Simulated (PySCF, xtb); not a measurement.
C2H5BO3, SMILES O1COB(C1)O.

Geometry optimised at PBE-D3(BJ)/def2-SVP. The structure was generated by enumeration, and PubChem lists no compound with its InChIKey, so it may never have been made. One conformer was computed; it need not be the lowest.

Calculation: C-PCM-ωB97X/def2-SVP (PySCF).

The values are the electrostatic part of the solvation free energy, E(continuum) − E(gas) at the gas-phase geometry, in a cavity of scaled van der Waals radii (PySCF's table); cavitation and dispersion terms are not included. In vacuum the orbital gap is 13.55 eV. The dipole moment in vacuum is 1.34 D.

```json
[
 {"solvent": "water", "ε": "78.36", "ΔG(elec) (kcal/mol)": "-6.3", "dipole (D)": "1.63", "gap (eV)": "13.67"},
 {"solvent": "tetrahydrofuran", "ε": "7.43", "ΔG(elec) (kcal/mol)": "-5.4", "dipole (D)": "1.59", "gap (eV)": "13.66"},
 {"solvent": "methanol", "ε": "32.61", "ΔG(elec) (kcal/mol)": "-6.1", "dipole (D)": "1.63", "gap (eV)": "13.67"}
]
```

For comparison, GFN2-xTB/ALPB(water) (xtb, at the GFN2-xTB geometry, all terms of that model) gives -5.5 kcal/mol.
